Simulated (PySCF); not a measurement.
**Electron correlation in Fe (iron, neutral)**

[Ar] 3d6 4s2, high-spin 5D determinant. Computed with PySCF 2.14 in aug-cc-pVDZ, with no relativity, point nucleus. Frozen: [Ar]; 8 electrons correlated.

MP2 pair energies summed by pair of shells (mhartree):

```
 pair   energy  share (%)
3d-3d  -104.40       66.6
3d-4s   -30.49       19.4
4s-4s   -21.87       13.9
```

Total MP2 correlation energy: -156.76 mhartree.

Same-spin part -74.02 and opposite-spin part -82.74 mhartree; SCS-MP2 scales them by 1/3 and 6/5 to -123.96 mhartree.
